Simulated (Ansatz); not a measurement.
Born–Oppenheimer molecular dynamics of ClH₇O₂Si₂ (12 atoms, charge 0, multiplicity 1). It starts from a rough guess of a transition structure, not a stationary point.

Method: Ansatz, UKS CAM-B3LYP-D4/STO-3G.

```yaml
ensemble: NVE (velocity Verlet)
time_step: 0.5 fs
steps_asked: 150
starting_velocities_drawn_for: 600 K
seed: 400352
```

First frame:

```xyz
12
Properties=species:S:1:pos:R:3
Si -0.194 -0.483 0.972
O 1.311 -1.179 -0.261
O -0.814 0.509 -0.154
Si -0.786 1.783 -1.169
H 0.465 0.424 1.883
H -1.252 -1.471 0.977
H 1.691 -1.925 0.694
Cl 1.024 -2.217 2.286
H 0.941 -1.750 -0.934
H -0.378 2.964 -0.411
H 0.159 1.481 -2.243
H -2.167 1.864 -1.639
```

Question: How far do the bonds stretch over the last three quarters of this one trajectory? (Pairs bonded in most of those frames.)

Answer: 
```json
{"bond": "Si1–O2", "mean (Å)": "1.768", "spread (Å)": "0.070", "shortest": "1.68", "longest": "1.88"}
{"bond": "Si1–O3", "mean (Å)": "1.646", "spread (Å)": "0.037", "shortest": "1.57", "longest": "1.69"}
{"bond": "Si1–H5", "mean (Å)": "1.467", "spread (Å)": "0.081", "shortest": "1.33", "longest": "1.58"}
{"bond": "Si1–H6", "mean (Å)": "1.443", "spread (Å)": "0.023", "shortest": "1.40", "longest": "1.48"}
{"bond": "O2–H9", "mean (Å)": "1.026", "spread (Å)": "0.055", "shortest": "0.93", "longest": "1.11"}
{"bond": "O3–Si4", "mean (Å)": "1.676", "spread (Å)": "0.043", "shortest": "1.63", "longest": "1.78"}
{"bond": "Si4–H10", "mean (Å)": "1.445", "spread (Å)": "0.040", "shortest": "1.39", "longest": "1.51"}
{"bond": "Si4–H11", "mean (Å)": "1.449", "spread (Å)": "0.022", "shortest": "1.41", "longest": "1.48"}
{"bond": "Si4–H12", "mean (Å)": "1.443", "spread (Å)": "0.011", "shortest": "1.43", "longest": "1.46"}
{"bond": "H7–Cl8", "mean (Å)": "1.533", "spread (Å)": "0.098", "shortest": "1.35", "longest": "1.71"}
```

Mean temperature of the second half: 1135 K. The conserved energy stayed within 0.7 meV per atom of its start (net change -0.34 meV per atom), so the integration is sound. The system heated up, since it started high on the potential surface and ran downhill. A run of 0.075 ps of so small a system gives no equilibrium averages. The orbitals stay closed-shell, which can raise the energy where a bond breaks towards radicals; this wasn't checked here. Limits of this set-up: minimal basis.

Run time: 21 min on 1 thread of Arm Neoverse N1 (shared host), peak memory 0.2 GiB.
